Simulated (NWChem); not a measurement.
**Correlation energy of AlP**

```xyz
2

Al     0.0000     0.0000     1.1825
P      0.0000     0.0000    -1.0249
```
Charge 0, spin multiplicity 3.

All runs are NWChem calculations. Structure: optimised with UPBE0/def2-SVP, a minimum by its harmonic frequencies.

Basis set: cc-pVTZ. Each correlation energy counts from its own Hartree-Fock reference.

The correlated methods keep 10 core orbitals frozen. This spin state was chosen for the runs; another may lie lower. The structure started from a generated list of species. The unpaired electrons of the parent sit in orbitals of symmetry a1 and b2 (C2v labels of the run); other states weren't searched. The stability of the SCF solutions was not checked. Open-shell Hartree-Fock references start from PBE0 orbitals. No row is a measurement; the coupled-cluster row has its own basis-set and correlation limits.

```json
[
 {"method": "CCSD on UHF", "correlation energy (mHa)": "…"},
 {"method": "UMP2", "correlation energy (mHa)": "-163.1"},
 {"method": "CCSD[T] on ROHF", "correlation energy (mHa)": "…"},
 {"method": "CCSD(T) on UHF", "correlation energy (mHa)": "…"},
 {"method": "CCSD(T) on ROHF", "correlation energy (mHa)": "…"},
 {"method": "URI-MP2", "correlation energy (mHa)": "-163.2"},
 {"method": "CCSD[T] on UHF", "correlation energy (mHa)": "-203.5"},
 {"method": "CCSD on ROHF", "correlation energy (mHa)": "-200.1"},
 {"method": "SCS-UMP2", "correlation energy (mHa)": "-163.7"}
]
```

Q: What belongs in the gaps?

A: 
- CCSD on UHF, correlation energy (mHa): -191.0
- CCSD[T] on ROHF, correlation energy (mHa): -214.0
- CCSD(T) on UHF, correlation energy (mHa): -203.0
- CCSD(T) on ROHF, correlation energy (mHa): -213.6
